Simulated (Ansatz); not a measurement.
Stepwise reaction of `[OH][Al]([OH])[Br]` with hydrogen chloride, as a gas-phase model of exchange steps in deposition or etching. ΔE in kJ/mol; ΔG adds harmonic PBE0-D4 terms to CCSD(T)/CBS, at 1 bar.

Computed with Ansatz on PBE0-D4/def2-TZVP structures; ΔE is electronic, products minus reactants. CBS: MP2 limit from def2 TZ/QZ plus the TZ coupled-cluster correction, frozen cores. This one scheme is used for every species. Functionals use def2-TZVPP. B3LYP here is the variant with VWN-RPA as its local correlation; programs differ in this. For Br outer-core shells are correlated without core-valence functions, which leaves a few kJ/mol of doubt a bond. Scalar relativity is left out up to krypton. Each species was taken in one conformer, which may not be the lowest.

```csv
step,reaction,PBE-D4,B3LYP-D4,ωB97M-V,CCSD(T)/CBS,ΔG(400 K)
1,`[OH][Al]([OH])[Br]` + HCl → `[OH][Al]([Cl])[Br]` + H₂O,-25.0,-21.0,-23.2,-26.2,-23.9
```

Problem. Give the row of step 2, `[OH][Al]([Cl])[Br]` + HCl → `[Cl][Al]([Cl])[Br]` + H₂O. (Estimate.)

Solution. Computed: 
```tsv
step	reaction	PBE-D4	B3LYP-D4	ωB97M-V	CCSD(T)/CBS	ΔG(400 K)
2	`[OH][Al]([Cl])[Br]` + HCl → `[Cl][Al]([Cl])[Br]` + H₂O	-22.3	-17.8	-19.8	-23.1	-16.4
```

Problem. By hand: ΔE of the 2 steps together at CCSD(T)/CBS.

Solution. (-26.2) + (-23.1) = -49.3 kJ/mol, or -24.6 kJ/mol a step.

In ΔE the steps differ by no more than 3.1 kJ/mol. All are downhill at CCSD(T)/CBS. ΔG lies between -23.9 and -16.4 kJ/mol a step. PBE-D4 differs from CCSD(T)/CBS by 0.8 to 1.2 kJ/mol a step. Isolated molecules leave out the surface, adducts and barriers. Largest T1 diagnostic: 0.010.
